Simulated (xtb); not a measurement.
CH₃Be (SMILES [Be+][CH3]), charge +1, singlet, at a GFN2-xTB geometry (such geometries of metal compounds can be far from the true shape). Base run: GFN0-xTB in xtb.

Geometry (Å):
```xyz
5

Be    -0.8776    -0.5385    -0.7256
C      0.2784     0.1709     0.2302
H      0.8795    -0.5198     0.8501
H     -0.0939     0.8985     0.9747
H      1.0542     0.7502    -0.3037
```
Charge +1, spin multiplicity 1.
All else is at xtb's defaults.
Base energy -2.79305 Eh.

The base run was repeated with changes; each row names its change, and settings that it needs were set with it.

```tsv
change	ΔE vs base (kJ/mol)	HOMO-LUMO gap (eV)
base	0.00	2.68
etemp = 10000	-69.3	2.68
etemp = 5000	?	2.68
file = coord	0.00	2.68
acc = 0.1	0.00	2.68
```

Question: Complete the blanks.

Answer: 
- etemp = 5000, ΔE vs base (kJ/mol): -7.28
